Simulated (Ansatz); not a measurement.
The cluster Cu₂Te, relaxed as a singlet with RKS B3LYP-D4/def2-TZVP in Ansatz, starting from the GFN1-xTB geometry. Force threshold 0.02 eV/Å.

In the def2 sets Te takes a core potential; there is no spin–orbit coupling. The structure comes from a short search, and lower isomers may exist.

Start:

Cartesian coordinates in Å:
```
Cu 0.682 -1.173 -0.135
Cu 0.633 1.081 0.538
Te -1.315 0.092 -0.403
```

**Question.** Estimate the energy that the relaxation releases and the steps that it takes.

**Answer.** 2.5 kcal/mol, in 5 steps; 19 s on 2 threads of AMD EPYC 7R13 on a shared host. No frequencies were taken in this run, so the end may be a saddle point.

**Question.** Does the start keep its bonding and symmetry?

**Answer.** By distances, no bond broke or formed. The bond that changes most is Cu2–Te3, from 2.38 to 2.42 Å (atoms count from 1). The end is the same structure that another start reached. Point group C2v at the start, C2v at the end, both within 0.05 Å.

**Question.** Predict the relaxed structure.

**Answer.** 
Cartesian coordinates in Å:
```
Cu 0.6737 -1.3105 -0.1799
Cu 0.6184 1.2206 0.5757
Te -1.2920 0.0899 -0.3958
```
Bond lengths (bridged metal pairs left out): 2 × Cu–Te 2.42 Å.
